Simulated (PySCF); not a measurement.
CBr3, charge +1.

```xyz
4

C      0.0000     0.0000     0.0000
Br     1.8217     0.0000     0.0000
Br    -0.9108     1.5776     0.0000
Br    -0.9108    -1.5776     0.0000
```
Charge +1, spin multiplicity 1.

The structure is a stationary point at B3LYP-D3(BJ)/def2-SVP.

Level of theory: PBE0/pcSseg-1 in PySCF. Non-relativistic, no solvent.

Computed absolute GIAO shielding of each atom: isotropic value and principal components (ppm):
| atom | σ(iso) | σ11 | σ22 | σ33 | span |
|---|---|---|---|---|---|
| C1 | -129.4 | -223.3 | -223.3 | 58.4 | 281.7 |
| Br2 | 161.1 | -877.1 | 555.1 | 805.3 | 1682.5 |
| Br3 | 161.1 | -877.1 | 555.1 | 805.4 | 1682.5 |
| Br4 | 161.1 | -877.1 | 555.1 | 805.4 | 1682.5 |
